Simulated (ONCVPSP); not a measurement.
An all-electron radial function and its pseudo partner (Cr)

Columns: radius, all-electron u(r) and pseudo u(r) of the 3p shell (level -66.46 eV) of chromium in the configuration [Ne] 3s2 3p6 3d4; PBE, scalar-relativistic, ONCV scheme, ONCVPSP 4.0.1.

```json
{"r (bohr)": "0.070", "all-electron": "-0.3308", "pseudo": "0.0199"}
{"r (bohr)": "0.140", "all-electron": "-0.5624", "pseudo": "0.0789"}
{"r (bohr)": "0.210", "all-electron": "-0.4882", "pseudo": "0.1743"}
{"r (bohr)": "0.280", "all-electron": "-0.2271", "pseudo": "0.3010"}
{"r (bohr)": "0.350", "all-electron": "0.0966", "pseudo": "0.4495"}
{"r (bohr)": "0.420", "all-electron": "0.4062", "pseudo": "0.6076"}
{"r (bohr)": "0.490", "all-electron": "0.6643", "pseudo": "0.7606"}
{"r (bohr)": "0.560", "all-electron": "0.8593", "pseudo": "0.8943"}
{"r (bohr)": "0.630", "all-electron": "0.9915", "pseudo": "0.9979"}
{"r (bohr)": "0.700", "all-electron": "1.0683", "pseudo": "1.0653"}
{"r (bohr)": "0.770", "all-electron": "1.0999", "pseudo": "1.0963"}
{"r (bohr)": "0.840", "all-electron": "1.0965", "pseudo": "1.0947"}
{"r (bohr)": "0.910", "all-electron": "1.0675", "pseudo": "1.0670"}
{"r (bohr)": "0.980", "all-electron": "1.0209", "pseudo": "1.0208"}
{"r (bohr)": "1.050", "all-electron": "0.9628", "pseudo": "0.9627"}
{"r (bohr)": "1.120", "all-electron": "0.8981", "pseudo": "0.8980"}
{"r (bohr)": "1.190", "all-electron": "0.8303", "pseudo": "0.8302"}
{"r (bohr)": "1.260", "all-electron": "0.7621", "pseudo": "0.7620"}
{"r (bohr)": "1.330", "all-electron": "0.6954", "pseudo": "0.6953"}
{"r (bohr)": "1.400", "all-electron": "0.6313", "pseudo": "0.6312"}
{"r (bohr)": "1.470", "all-electron": "0.5706", "pseudo": "0.5706"}
{"r (bohr)": "1.540", "all-electron": "0.5140", "pseudo": "0.5139"}
{"r (bohr)": "1.610", "all-electron": "0.4615", "pseudo": "0.4614"}
{"r (bohr)": "1.680", "all-electron": "0.4132", "pseudo": "0.4131"}
{"r (bohr)": "1.750", "all-electron": "0.3691", "pseudo": "0.3690"}
{"r (bohr)": "1.820", "all-electron": "0.3290", "pseudo": "0.3289"}
```

Q: How many radial nodes do the two functions have?

A: The all-electron 3p function has n − l − 1 = 1; the pseudo-wave has 0, since the states of the same l below it are removed with the core.

Q: At about which radius was the pseudo-wave matched?

A: 1.20 bohr. The columns agree to 0.0005 from 0.91 bohr on; several derivatives are matched, so the curves merge somewhat inside the radius.

Q: Is the pseudo-wave norm-conserving?

A: Yes: the ONCV scheme keeps the norm inside the radius equal to the all-electron one, which fixes the energy derivative of the logarithmic derivative at the level.
